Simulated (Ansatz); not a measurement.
Born–Oppenheimer molecular dynamics of Cl2F2H4OSiTi (11 atoms, charge 0, multiplicity 1). It starts at the highest image of a converged band, a first-order saddle point between two minima.

Computed with RKS PBE/def2-SVP (Ansatz).

```yaml
ensemble: NVE (velocity Verlet)
time_step: 0.5 fs
steps_asked: 200
starting_velocities_drawn_for: 100 K
seed: 3709
```

First frame:

```xyz
11
Properties=species:S:1:pos:R:3
Ti 0.113 -0.260 -0.107
Cl 0.735 0.168 2.474
F 1.611 0.509 -0.538
F -1.196 0.870 0.059
Cl -0.405 -1.309 -1.992
O 0.091 -1.890 0.921
Si -0.094 -3.572 0.627
H 0.990 -4.035 -0.299
H 0.039 -4.237 1.965
H -1.450 -3.824 0.042
H 0.421 -1.195 1.967
```

Q: How far do the bonds stretch over the last three quarters of this one trajectory? (Pairs bonded in most of those frames.)

A: 
```
   bond  mean (Å)  spread (Å)  shortest  longest
Ti1–Cl2     2.593       0.110      2.32     2.68
 Ti1–F3     1.734       0.008      1.72     1.75
 Ti1–F4     1.737       0.021      1.70     1.77
Ti1–Cl5     2.259       0.047      2.20     2.33
 Ti1–O6     2.003       0.074      1.90     2.10
Ti1–H11     2.349       0.104      2.18     2.55
 O6–Si7     1.726       0.024      1.69     1.77
 O6–H11     1.116       0.111      0.97     1.31
 Si7–H8     1.495       0.022      1.46     1.53
 Si7–H9     1.500       0.013      1.48     1.52
Si7–H10     1.497       0.004      1.49     1.50
```

Pairs bonded in part of these frames only: Ti1–Si7 16 %, Ti1–H11 64 %, Cl2–H11 43 %, O6–H11 70 %.

Mean temperature of the second half: 190 K. The conserved energy stayed within 0.021 meV per atom of its start (net change 0.015 meV per atom), so the integration is sound. The kinetic energy rose, since the run started high on the potential surface and went downhill. A run of 0.1 ps of so small a system gives no equilibrium averages. The orbitals stay closed-shell, which can raise the energy where a bond breaks towards radicals; this wasn't checked here.

The run took 5.3 min on 4 threads of Intel(R) Xeon(R) Platinum 8488C (Sapphire Rapids) (shared host), peak memory 0.27 GiB.
